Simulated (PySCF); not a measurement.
Compound: Co(NH2)2 (quartet state).
Bonds: Co1–N2, Co1–N5. Hydrogens: H3, H4 on N2; H6, H7 on N5.

Theory: PySCF 2.14.0, PBE0-D3(BJ)/def2-SVP geometry optimisation, gas phase.

Task: What internal coordinates does the optimisation give?

Result: 
```csv
bond,length (Å)
"Co1–N2, Co1–N5",1.805
N2–H3 and 3 like bonds,1.016
```

Bonds in one row agree within 0.01 Å and their mean is given. A selection of angles:
```csv
angle,degrees
N2–Co1–N5,179.4
Co1–N2–H3,126.1
H3–N2–H4,107.8
```

N2 (nitrogen bonded to Co and 2 H) is planar (angles 126.1°, 126.1° and 107.8°, sum 360.0°, 0.00 Å off the plane of its three neighbours). Co1 (cobalt bonded to 2 N) is linear (angle 179.4°).

Stationary, but not proved a minimum. ⟨S²⟩ = 3.765 (exact for a quartet: 3.75).

Time: 78 s wall; peak memory 0.33 GiB. Hardware: Arm Neoverse V1, one thread, on a shared host. This is the geometry optimisation.
